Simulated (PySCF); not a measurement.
Compound: C7H5F2N.
SMILES with atom numbers: `[CH:1]#[C:2][CH2:3][n:4]1[cH:5][c:6]([F:7])[cH:8][c:9]1[F:10]` (hydrogens: H11 on C1; H12, H13 on C3; H14 on C5; H15 on C8)

The geometry is computed with GFN2-xTB (gas phase).

(1) List the bond lengths, angles and torsions at this level.

Answers

(1) 
| bond | length (pm) | order |
| --- | --- | --- |
| C1≡C2 | 119.6 | triple |
| C2–C3 | 145.4 | single |
| C3–N4 | 144.6 | single |
| N4–C5 | 136.8 | aromatic |
| C5–C6 | 136.7 | aromatic |
| C6–F7 | 134.0 | single |
| C6–C8 | 140.9 | aromatic |
| C8–C9 | 136.6 | aromatic |
| C9–F10 | 133.7 | single |
| N4–C9 | 135.3 | aromatic |
| C1–H11 | 104.9 | single |
| C3–H12, C3–H13 | 109.6 | single |
| C5–H14 | 107.0 | single |
| C8–H15 | 106.9 | single |

Bonds in one row agree within 1 pm and their mean is given. Orders are formal, as drawn. A selection of angles:
| angle | degrees |
| --- | --- |
| C1–C2–C3 | 177.7 |
| C2–C3–N4 | 111.1 |
| C3–N4–C5 | 125.7 |
| C3–N4–C9 | 126.2 |
| C5–N4–C9 | 107.9 |
| N4–C5–C6 | 107.3 |
| C5–C6–F7 | 125.6 |
| C5–C6–C8 | 109.4 |
| F7–C6–C8 | 125.0 |
| C6–C8–C9 | 104.2 |
| C8–C9–F10 | 129.5 |
| N4–C9–C8 | 111.1 |
| N4–C9–F10 | 119.4 |

Dihedral angles: C2–C3–N4–C5 76° (synclinal). The mirror-image conformer, all signs reversed, is as good.

The 5-membered ring N4–C5–C6–C8–C9 has internal angles of 104.2° to 111.1°; it is planar, 0.00 Å rms from its mean plane, widest ring torsion 1°. The 3 C–N bonds span 1.353 Å (N4–C9, aromatic) to 1.446 Å (C3–N4, drawn single), a spread of 0.093 Å. N4 (pyrrole-type nitrogen) is planar (angles 126.2°, 125.7° and 107.9°, sum 359.9°, 0.03 Å off the plane of its three neighbours). The C–C distances run from 1.196 Å (C1≡C2, drawn triple) to 1.454 Å (C2–C3, drawn single), a spread of 0.258 Å. Of the pairs four or more bonds apart, F10···H12 is among the closest relative to their van der Waals radii: 2.46 Å, 92 % of the sum of Bondi's values.

Point group: C1 (no symmetry element, even within 0.4 Å). Stationary, but not proved a minimum. One conformer, not necessarily the lowest.
